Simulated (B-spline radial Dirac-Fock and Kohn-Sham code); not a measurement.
**Isotope-shift constants of the inner levels of Sn²⁺**

System: the Sn²⁺ ion in the configuration 1s2 2s2 2p6 3s2 3p6 3d10 4s2 4p6 4d10 5s2.

Method: first-order field-shift and mass-shift constants from Dirac-Fock ground and hole states with a Fermi nucleus; the mass shift has no relativistic recoil terms. Computed with an atomic code on a B-spline grid. A binding energy shifts by δE = F·δ⟨r²⟩ + (K_N + K_S)·δ(1/M); F is taken for a change of radius at fixed skin thickness and so holds the higher radial moments.

| level | F (meV/fm²) | K_N (meV u) | K_S (meV u) |
| --- | --- | --- | --- |
| K (1s) | -79.71 | -16090 | 7754 |
| L1 (2s) | -9.234 | -2473 | -95.47 |
| L2 (2p1/2) | 0.3801 | -2301 | 3221 |
| L3 (2p3/2) | 0.5582 | -2174 | 2874 |
| M1 (3s) | -1.785 | -502.8 | -183.2 |
| M2 (3p1/2) | 0.1055 | -432.5 | 413.0 |
| M3 (3p3/2) | 0.1446 | -408.9 | 325.2 |
| M4 (3d3/2) | 0.1286 | -285.9 | 339.4 |
| M5 (3d5/2) | 0.1261 | -281.1 | 329.4 |

Line shifts in meV from A = 120 (mass 119.9022 u, rms radius 4.6519 fm); radii from Angeli and Marinova (2013).

```csv
A,mass (u),radius (fm),Kα1,Kα2,Kβ1,Lα1
109,108.9113,4.5679,+54.56,+54.24,+54.90,+0.21
111,110.9077,4.5836,+44.52,+44.26,+44.79,+0.17
115,114.9033,4.6148,+24.32,+24.18,+24.46,+0.09
116,115.9017,4.625,+17.43,+17.32,+17.55,+0.08
117,116.9030,4.6302,+14.23,+14.15,+14.32,+0.05
122,121.9034,4.6634,?,?,?,?
123,122.9057,4.6665,-9.08,-9.01,-9.18,-0.07
126,125.9077,4.6833,-19.94,-19.80,-20.13,-0.13
130,129.9140,4.7019,-31.74,-31.51,-32.05,-0.22
131,130.9171,4.7078,-35.66,-35.41,-35.99,-0.23
```

Task: What are the shifts for A = 122?

Result: Kα1 -7.36 meV (field -8.60, mass +1.24); Kα2 -7.31 meV (field -8.58, mass +1.27); Kβ1 -7.43 meV (field -8.55, mass +1.13); Lα1 -0.04 meV (field +0.05, mass -0.09).
